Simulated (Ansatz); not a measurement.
A calculation with Ansatz (development build ahead of 0.2.0).

```yaml
crystal:
  periodic: [false, false, false]
  atoms:
    - { symbol: Ni, position_ang: [0.0, 0.0, 0.0] }
    - { symbol: Cl, position_ang: [0.0, 0.0, 2.0792] }
basis:
  gaussian: { orbitals: pcseg-2 }
magnetization:
  spin_polarized: true
  initial_magnetization: 1
hamiltonian:
  xc: pbe
```

The input is written out in the form of the current development build from the run's settings.

Results

* Converged: yes
* Total energy: -1968.18758 hartree
* Spin squared of the determinant: 0.772
* Stability test: minimum

Caution: other spin multiplicities were not run.
